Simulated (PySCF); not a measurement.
## Dipole response of Sc (scandium, neutral)

[Ar] 3d2 4s1, high-spin 4F determinant (an excited configuration). Computed with PySCF 2.14 in aug-cc-pVQZ-DK, with the spin-free X2C one-electron Hamiltonian (Gaussian nucleus). Coupled (time-dependent) response in atomic units; α is the mean over directions.

| method | mean α (bohr³) | C₆ (like pair) | S(−4) |
| --- | --- | --- | --- |
| BLYP | 172.6 | 1600 | 115200 |

S(−4) is the Cauchy moment in α(ω) = α(0) + S(−4) ω² + …

α(iu) at BLYP:

```
u (hartree)  α(iu) (bohr³)
          0          172.6
     0.0500          103.7
      0.100          66.47
      0.200          32.04
      0.300          19.18
      0.500          9.845
      0.750          5.833
       1.00          4.033
       1.50          2.353
       2.00          1.557
       3.00         0.8250
       5.00         0.3449
```

A single London oscillator, α(iu) = α/(1 + u²/ω²), gives C₆ = (3/4) ω α². Matching the computed C₆ needs ω = 4 × 1600 / (3 × 172.6²) = 0.0716 hartree.
